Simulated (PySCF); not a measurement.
Isomers of CH9NSi2 and their computed core-level spectra.

Method: delta-SCF UKS SCAN, pcX-2 on the ionised atom, pcseg-1 elsewhere, spin-free X2C (PySCF 2.14.0). Geometries: PBE0-D3(BJ)/def2-SVP; isolated species, one conformer each.

Line lists (1s up to Mg, 2p3/2 beyond; areas count atoms within a level, one atom standing for each set equivalent by bonding):
1. C 1s: 289.79 eV; N 1s: 404.63 eV; Si 2p3/2: 106.44 (area 1), 106.73 (area 1) eV
2. C 1s: 290.19 eV; N 1s: 404.58 eV; Si 2p3/2: 106.14 (area 1), 106.45 (area 1) eV
3. C 1s: 291.78 eV; N 1s: 404.09 eV; Si 2p3/2: 106.96 eV
4. C 1s: 291.67 eV; N 1s: 404.43 eV; Si 2p3/2: 106.33 (area 1), 106.54 (area 1) eV
5. C 1s: 290.15 eV; N 1s: 404.13 eV; Si 2p3/2: 106.76 (area 1), 106.99 (area 1) eV

Structures:
A. `C[SiH2][SiH2]N`
B. `C[SiH2]N[SiH3]`
C. `[SiH3]N(C)[SiH3]`
D. `N([SiH2][SiH3])C`
E. `N[SiH2]C[SiH3]`

Question: Match each list to its structure.

Answer: 
- 1 = E: another candidate has the same counts of sites, so positions decide. C 1s: 289.79 sp3 carbon bound to silicon; N 1s: 404.63 silicon-bound nitrogen; Si 2p3/2: 106.44 SiH3 silicon, 106.73 SiH2 silicon.
- 2 = A: another candidate has the same counts of sites, so positions decide. C 1s: 290.19 Si-methyl carbon; N 1s: 404.58 silicon-bound nitrogen; Si 2p3/2: 106.14 SiH2 silicon, 106.45 SiH2 silicon.
- 3 = C: no other candidate has these counts of sites. C 1s: 291.78 N-methyl carbon; N 1s: 404.09 nitrogen bridging silicon atoms; Si 2p3/2: 106.96 SiH3 silicon (×2).
- 4 = D: another candidate has the same counts of sites, so positions decide. C 1s: 291.67 N-methyl carbon; N 1s: 404.43 silicon-bound nitrogen; Si 2p3/2: 106.33 SiH3 silicon, 106.54 SiH2 silicon.
- 5 = B: another candidate has the same counts of sites, so positions decide. C 1s: 290.15 Si-methyl carbon; N 1s: 404.13 nitrogen bridging silicon atoms; Si 2p3/2: 106.76 SiH2 silicon, 106.99 SiH3 silicon.

The 2p values aren't plain energy differences: one relaxed spin-free 2p hole is combined with a matrix within the shell (ground-state 2p orbital-energy differences and spin–orbit coupling). 2p3/2, the mean of its two sublevels, lies a third of the splitting below the shell's mean and 2p1/2 two thirds above it; the statistical areas are 2:1.
